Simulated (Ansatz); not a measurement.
`[OH][Zr]([Cl])([Cl])[Cl]` + HBr → `[Cl][Zr]([Cl])([Cl])[Br]` + H₂O at 298.15 K and 1 bar (ligand exchange at a Zr–O bond).

Gas-phase electronic energies from Ansatz, PBE0-D4/def2-TZVP geometries. CCSD(T)/CBS is the MP2 limit (def2-TZVPP, def2-QZVPP) plus CCSD(T) − MP2 in def2-TZVPP, frozen cores. This one scheme is used for every species. def2 core potentials past Kr. For Br, Zr outer-core shells are correlated without core-valence functions, which leaves a few kJ/mol of doubt a bond. Scalar relativity is left out up to krypton. One conformer a species, not always the lowest.

```csv
species,CCSD(T)/CBS energy (Eh),H − E (kJ/mol),S (J/(mol·K))
`[OH][Zr]([Cl])([Cl])[Cl]`,-1502.40323,66.5,383.7
HBr,-2573.91920,24.6,198.6
`[Cl][Zr]([Cl])([Cl])[Br]`,-3999.95269,35.2,391.6
H₂O,-76.37941,66.4,188.7
```

H − E and S are ideal-gas, rigid-rotor, harmonic terms from PBE0-D4/def2-TZVP, for one conformer and one mirror image of each species. 1 Eh = 2625.50 kJ/mol, R = 8.31446 J/(mol·K).

Question: By hand: ΔE, ΔH, ΔS and ΔG.

Answer: ΔE = (-3999.95269) + (-76.37941) − (-1502.40323) − (-2573.91920) = -0.00967 Eh = -25.4 kJ/mol. Δ(H − E) = 35.2 + 66.4 − 66.5 − 24.6 = 10.5, so ΔH = -14.9 kJ/mol. ΔS = 391.6 + 188.7 − 383.7 − 198.6 = -2.0 J/(mol·K). ΔG = -14.9 − 298.15 × (-2.0)/1000 = -14.3 kJ/mol.

Question: By hand: the equilibrium constant, and the temperature at which ΔG would vanish if ΔH and ΔS stayed fixed.

Answer: log₁₀ K = −ΔG/(RT ln 10) = 2.5. ΔG = 0 at ΔH/ΔS = 7450 K, far beyond where these terms or the molecules hold.

The number of gas molecules stays the same, so ΔS is small and ΔH decides. A doubt of 5 kJ/mol in ΔE shifts log₁₀ K by 0.9 here. Other conformers and mirror images would add mixing entropy, several J/(mol·K) or more a flexible species. These are equilibria of isolated gas molecules and say nothing of rates. Largest T1 diagnostic: 0.016 (customary marks: 0.02 for closed shells, 0.045 for open ones).
